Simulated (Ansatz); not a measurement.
A nudged elastic band was laid between two geometries of a periodic cell of 17 atoms, Li16Si (surface Li(110), adsorbate Si).

Theory: DFT PBE, scalar-relativistic, plane waves, PAW in Ansatz 0.2.0. Settings: cutoff 420 eV, k mesh 3x3x1, gaussian smearing 0.05 eV, no spin polarisation.

| Quantity | Value |
| --- | --- |
| movable images | 7 |
| climbing image | yes |
| spring | 5.0 eV/Å² |
| optimiser | quadratic models (default) |
| start path | IDPP |
| force threshold | 0.05 eV/Å |
| iteration limit | 14 |
| end points | relaxed |
| atoms held | 1 to 4 |

Image 0:

```xyz
17
Lattice="6.9800 0.0000 0.0000 3.4900 4.9356 0.0000 0.0000 0.0000 19.4034" Properties=species:S:1:pos:R:3
Li 0.000 2.468 1.000
Li 3.490 2.468 1.000
Li 1.745 4.936 1.000
Li 5.235 4.936 1.000
Li -0.167 -0.251 3.391
Li 3.693 -0.473 3.288
Li 1.887 1.850 3.341
Li 5.126 2.323 3.265
Li 0.079 2.377 5.526
Li 3.257 2.786 5.815
Li 1.517 5.448 5.770
Li 5.392 4.714 5.754
Li -0.051 0.175 7.968
Li 3.313 0.901 8.172
Li 0.901 3.071 8.010
Li 5.320 2.959 9.967
Si 5.294 2.649 7.543
```

Image 8:

```xyz
17
Lattice="6.9800 0.0000 0.0000 3.4900 4.9356 0.0000 0.0000 0.0000 19.4034" Properties=species:S:1:pos:R:3
Li 0.000 2.468 1.000
Li 3.490 2.468 1.000
Li 1.745 4.936 1.000
Li 5.235 4.936 1.000
Li -0.109 -0.145 3.265
Li 3.632 -0.618 3.341
Li 1.948 1.995 3.288
Li 5.068 2.217 3.391
Li 0.157 2.246 5.754
Li 3.262 2.980 5.770
Li 1.512 5.254 5.815
Li 5.314 4.845 5.526
Li 0.085 0.491 9.967
Li 2.646 0.603 8.010
Li 1.568 3.369 8.172
Li 5.184 2.643 7.968
Si 7.039 0.181 7.543
```

(1) Which bonds break or form, and what moves?

(2) What energy profile does the band end with?

(3) What is the geometry of the highest image?

Results:

(1) Contacts lost: Li11–Li13. Contacts made: Li10–Li16. The atom that moves furthest is Si17, by 3.02 Å.

(2) The run converged. The highest image is number 3 of 0 to 8, 0.35 eV above the ends, which have the same energy within 2 meV. The profile has 2 maxima (images 3, 7) with wells between them (image 6): this band takes more than one step, which may be the mechanism or a detour left from its start path. The order of the stationary point at the top wasn't checked. Limits of this set-up: coarse k mesh, thin slab, slab without dipole correction.

```json
{"image": "0", "path coordinate (Å)": "0.00", "energy (eV)": "0.00", "Li11–Li13 (Å)": "2.94", "Li10–Li16 (Å)": "4.64"}
{"image": "1", "path coordinate (Å)": "1.12", "energy (eV)": "0.04", "Li11–Li13 (Å)": "2.94", "Li10–Li16 (Å)": "4.61"}
{"image": "2", "path coordinate (Å)": "2.24", "energy (eV)": "0.19", "Li11–Li13 (Å)": "3.15", "Li10–Li16 (Å)": "4.46"}
{"image": "3", "path coordinate (Å)": "3.35", "energy (eV)": "0.35", "Li11–Li13 (Å)": "3.79", "Li10–Li16 (Å)": "4.04"}
{"image": "4", "path coordinate (Å)": "4.56", "energy (eV)": "0.28", "Li11–Li13 (Å)": "4.42", "Li10–Li16 (Å)": "3.22"}
{"image": "5", "path coordinate (Å)": "5.76", "energy (eV)": "0.13", "Li11–Li13 (Å)": "4.83", "Li10–Li16 (Å)": "3.01"}
{"image": "6", "path coordinate (Å)": "6.96", "energy (eV)": "0.04", "Li11–Li13 (Å)": "4.82", "Li10–Li16 (Å)": "2.93"}
{"image": "7", "path coordinate (Å)": "8.16", "energy (eV)": "0.06", "Li11–Li13 (Å)": "4.62", "Li10–Li16 (Å)": "2.88"}
{"image": "8", "path coordinate (Å)": "9.37", "energy (eV)": "0.00", "Li11–Li13 (Å)": "4.64", "Li10–Li16 (Å)": "2.94"}
```

(3) 
```xyz
17
Lattice="6.9800 0.0000 0.0000 3.4900 4.9356 0.0000 0.0000 0.0000 19.4034" Properties=species:S:1:pos:R:3
Li 0.000 2.468 1.000
Li 3.490 2.468 1.000
Li 1.745 4.936 1.000
Li 5.235 4.936 1.000
Li 0.183 -0.151 3.394
Li 3.391 -0.329 3.380
Li 1.937 2.351 3.366
Li 5.156 2.086 3.167
Li -0.105 2.430 5.351
Li 3.788 2.053 5.826
Li 1.885 4.622 5.682
Li 4.884 4.734 6.503
Li -0.078 -0.015 9.138
Li 3.763 0.669 8.442
Li 1.317 2.582 7.850
Li 5.678 3.061 9.257
Si 5.946 1.452 7.423
```

Run time: 11 min on 1 thread of Intel(R) Xeon(R) Platinum 8559C (Emerald Rapids), with other jobs on the host, peak memory 1.2 GiB.
